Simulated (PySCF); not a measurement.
**Radial density of K⁺ (potassium, charge +1)**

MN15, [Ar], closed-shell 1S. Calculation: PySCF 2.14, in x2c-TZVPall (6s4p3d, 33 functions); the spin-free X2C one-electron Hamiltonian (Gaussian nucleus).

| r (bohr) | 4πr²ρ (e/bohr) |
| --- | --- |
| 0.00163 | 0.1758 |
| 0.00274 | 0.4539 |
| 0.00462 | 1.151 |
| 0.00777 | 2.794 |
| 0.0131 | 6.285 |
| 0.0220 | 12.39 |
| 0.0370 | 19.65 |
| 0.0622 | 22.00 |
| 0.105 | 16.93 |
| 0.176 | 18.00 |
| 0.296 | 22.60 |
| 0.498 | 10.19 |
| 0.837 | 5.717 |
| 1.41 | 5.728 |
| 2.37 | 1.053 |
| 3.98 | 0.02650 |
| 6.70 | 8.056e-05 |

Densities and radii are taken from the X2C orbitals without a picture-change correction, which distorts them close to the nucleus.
